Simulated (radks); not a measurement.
Results of a calculation; reference values are marked as such.
Ionisation ladder of platinum, from Pt XXVIII to Pt XXX. Each ion is in the ground configuration listed by NIST, and IE = E(next ion) - E(this ion). Level of theory: scalar-relativistic Kohn-Sham, PBE, spin-polarised, spherical densities, finite nucleus; open shells are filled with parallel spins first (spin-orbit coupling, left out, can overturn this in heavy ions); Fermi nuclear charge, rms radius 5.427 fm (a radial shooting solver on a logarithmic mesh with Libxc functionals).

species    configuration  IE, Delta-SCF (eV)  -e(HOMO) (eV)   HOMO  IE, NIST (eV)    kind  error (eV)
Pt XXVIII  [Kr] 4d10 4f5              910.89         885.04  4f up            930  theory       -19.1
Pt XXIX    [Kr] 4d10 4f4              963.57         937.23  4f up            980  theory       -16.4
Pt XXX     [Kr] 4d10 4f3              1017.2         990.43  4f up           1040  theory       -22.8

Reference values: NIST Atomic Spectra Database (exp. = measured, semi-emp. = semi-empirical, theory = theoretical value adopted there). The ionisation energy per charge of the ion left behind rises most, in proportion, at Pt XXIX ([Kr] 4d10 4f4), from 32.532 to 33.226 eV. Open shells are spherical and high-spin; term and fine-structure splittings are not resolved. Spin-orbit splitting is averaged out at the scalar-relativistic level.
